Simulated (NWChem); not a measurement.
Molecule: GaH3; SMILES [GaH3]

```xyz
4

Ga     0.0000     0.0000     0.0000
H      1.1176     1.1176     0.0000
H      0.4091    -1.5267     0.0000
H     -1.5267     0.4091     0.0000
```
Atoms are numbered in this order, from 1.

All runs: NWChem. Pople sets run with spherical d functions. The geometry was optimised at PBE-D3(BJ)/def2-SVP. B3LYP is NWChem's, with the RPA form of VWN correlation. Vzz is the largest principal value of the second derivative of the potential at the nucleus (NWChem prints the opposite sign); η is the asymmetry. Non-relativistic.

```json
[
 {"level": "CAM-B3LYP/def2-SVP", "Vzz Ga1 (a.u.)": "?", "η Ga1": "0.00"},
 {"level": "CAM-B3LYP/def2-TZVP", "Vzz Ga1 (a.u.)": "4.204", "η Ga1": "0.00"},
 {"level": "B3LYP/6-31G*", "Vzz Ga1 (a.u.)": "3.097", "η Ga1": "0.00"},
 {"level": "B3LYP/def2-TZVP", "Vzz Ga1 (a.u.)": "4.104", "η Ga1": "0.00"}
]
```

Q: Complete the blanks.

A: 
- CAM-B3LYP/def2-SVP, Vzz Ga1 (a.u.): 3.458
